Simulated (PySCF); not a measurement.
Cartesian coordinates in Å; atom numbers follow the order of the lines, from 1:
```xyz
18

C    -2.9491    0.1207    0.5219
C    -1.6852   -0.3558   -0.1764
C    -0.4141    0.2294    0.4221
C     0.8480   -0.2464   -0.2724
C     2.1129    0.3653    0.3068
N     3.2705   -0.0809   -0.2534
O     2.1008    1.1897    1.1965
H    -2.9437   -0.1576    1.5878
H    -3.8534   -0.3129    0.0686
H    -3.0427    1.2172    0.4712
H    -1.7353   -0.0986   -1.2496
H    -1.6352   -1.4588   -0.1382
H    -0.3494   -0.0206    1.4940
H    -0.4482    1.3304    0.3866
H     0.9319   -1.3466   -0.2169
H     0.8130   -0.0061   -1.3504
H     3.2861   -0.7621   -0.9972
H     4.1439    0.2999    0.0848
```

Geometry: PBE0-D3(BJ)/def2-SVP; GIAO shifts from PySCF 2.14.0 with density-fitted response routines, gas phase, non-relativistic, averaged over equivalent atoms.

At WP04/pcSseg-1 (174 basis functions, 31 s wall time on 1 thread of an Arm Neoverse N1, shared host):
```json
{"atoms": "C5", "δ (ppm)": "173.3"}
{"atoms": "C4", "δ (ppm)": "37.1"}
{"atoms": "C3", "δ (ppm)": "29.6"}
{"atoms": "C2", "δ (ppm)": "27.7"}
{"atoms": "C1", "δ (ppm)": "18.0"}
{"atoms": "N6", "δ (ppm)": "107.7"}
{"atoms": "O7", "δ (ppm)": "413.0"}
{"atoms": "H17", "δ (ppm)": "4.55"}
{"atoms": "H18", "δ (ppm)": "4.42"}
{"atoms": "H15/H16", "δ (ppm)": "1.76"}
{"atoms": "H13/H14", "δ (ppm)": "1.43"}
{"atoms": "H8/H9/H10", "δ (ppm)": "1.00"}
{"atoms": "H11/H12", "δ (ppm)": "0.99"}
```

Chemical shifts δ = σref − σ; 13C (σ = 172.44 ppm), 1H (σ = 31.56 ppm) against TMS; 15N (σ = 246.90 ppm) against NH3; H2O for 17O (σ = 317.54 ppm), all at this level.

**Question.** Predict the values at BLYP/pcSseg-1 on the same geometry.

**Answer.** 
```json
{"atoms": "C5", "δ at BLYP/pcSseg-1": "168.5", "change": "-4.8"}
{"atoms": "C4", "δ at BLYP/pcSseg-1": "37.5", "change": "+0.4"}
{"atoms": "C3", "δ at BLYP/pcSseg-1": "32.5", "change": "+2.9"}
{"atoms": "C2", "δ at BLYP/pcSseg-1": "29.6", "change": "+1.9"}
{"atoms": "C1", "δ at BLYP/pcSseg-1": "17.8", "change": "-0.2"}
{"atoms": "N6", "δ at BLYP/pcSseg-1": "116.6", "change": "+8.9"}
{"atoms": "O7", "δ at BLYP/pcSseg-1": "428.5", "change": "+15.5"}
{"atoms": "H17", "δ at BLYP/pcSseg-1": "4.37", "change": "-0.18"}
{"atoms": "H18", "δ at BLYP/pcSseg-1": "4.12", "change": "-0.30"}
{"atoms": "H15/H16", "δ at BLYP/pcSseg-1": "1.91", "change": "+0.15"}
{"atoms": "H13/H14", "δ at BLYP/pcSseg-1": "1.43", "change": "+0.00"}
{"atoms": "H8/H9/H10", "δ at BLYP/pcSseg-1": "1.07", "change": "+0.07"}
{"atoms": "H11/H12", "δ at BLYP/pcSseg-1": "1.15", "change": "+0.16"}
```

Scale: 13C (σ = 175.31 ppm) and 1H (σ = 31.36 ppm) against TMS; 15N (σ = 262.57 ppm) vs NH3; H2O for 17O (σ = 333.67 ppm) (reference shieldings calculated alike).

The largest change is at O7 (amide-type carbonyl oxygen). Cost: 174 basis functions, 30 s wall time on 1 thread of an x86-64 server CPU, shared host. The order of the carbon signals is the same at both levels.

Hydrogen bonding in solution deshields acid and N–H amide carbonyl carbons by as much as 10 ppm beyond these values. Unscaled 17O shifts of doubly bonded oxygen tend to come out too high, by tens of ppm or more. Experimental scales use liquid or dissolved standards, which lie at an offset from isolated NH3 (liquid NH3: subtract about 20 ppm) and H2O (liquid H2O: subtract about 36 ppm).
